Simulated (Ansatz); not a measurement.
Two members of one family (BCl3 adduct), computed with Ansatz in the gas phase. The two geometries come from different levels. Binding counts from free atoms in the multiplicity of their measured ground term, without zero-point energy. The structures are stationary points that may keep the symmetry of their start.

First: B(NH3)Cl3 (singlet, charge 0, PBE0-D4/def2-SVP geometry).

| atom | x (Å) | y (Å) | z (Å) |
| --- | --- | --- | --- |
| B1 | -0.586 | 0.484 | -0.095 |
| N2 | 0.653 | -0.539 | 0.106 |
| H3 | 0.744 | -0.789 | 1.094 |
| H4 | 1.522 | -0.100 | -0.208 |
| H5 | 0.495 | -1.391 | -0.439 |
| Cl6 | -0.613 | 0.837 | -1.889 |
| Cl7 | -0.165 | 1.934 | 0.935 |
| Cl8 | -2.051 | -0.438 | 0.496 |

| level | HOMO (eV) | LUMO (eV) | gap (eV) | binding per atom (eV) |
| --- | --- | --- | --- | --- |
| LDA (SPW92)/def2-TZVP | -6.77 | -1.26 | 5.51 | 4.08 |
| PBE-D4/def2-SVP | -6.25 | -0.61 | 5.63 | 3.65 |
| revPBE-D4/def2-TZVP | -6.58 | -1.04 | 5.54 | 3.51 |
| PBE0-D4/def2-SVP | -7.73 | 0.28 | 8.01 | 3.59 |
| LC-ωPBE/def2-TZVP | -10.85 | 1.82 | 12.67 | 3.49 |

Second: B(PH3)Cl3 (singlet, charge 0, B3LYP-D4/def2-SVP geometry).

Cartesian coordinates in Å:
```
B 0.168 0.243 1.041
P -0.147 -0.212 -0.911
H -1.285 0.379 -1.507
H -0.329 -1.583 -1.202
H 0.887 0.152 -1.805
Cl -1.347 -0.363 1.880
Cl 0.359 2.066 1.040
Cl 1.694 -0.682 1.464
```

Estimate the same table for the second.


```csv
level,HOMO (eV),LUMO (eV),gap (eV),binding per atom (eV)
LDA (SPW92)/def2-TZVP,-6.95,-1.48,5.47,3.61
PBE-D4/def2-SVP,-6.47,-0.93,5.54,3.22
revPBE-D4/def2-TZVP,-6.76,-1.24,5.52,3.12
PBE0-D4/def2-SVP,-7.94,-0.06,7.88,3.17
LC-ωPBE/def2-TZVP,-10.91,1.87,12.79,3.07
```
